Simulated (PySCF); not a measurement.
Vertical excitations of a molecule C5H4BF from TDDFT-B3LYP/def2-SVPD (PySCF), as energy in eV (oscillator strength): 4.50 (0.020), 4.92 (0.008), 6.11 (0.053), 6.18 (0.034), 6.32 (0.007), 6.56 (0.006), 6.75 (0.007), 6.86 (0.006), 6.94 (0.002), 7.01 (0.013). Lowest triplet (TDA): 4.06 eV. Coordinates come from a B3LYP-D3(BJ)/def2-SVP optimisation. Other conformers were not sampled.

Question: Identify the compound among the candidates.
A. C#C[C@@H]1C=CB1F
B. C#CB1C=C(F)C1
C. C#CB1C=C[C@H]1F
D. C#CC1=CCB1F

Answer: A, C#C[C@@H]1C=CB1F
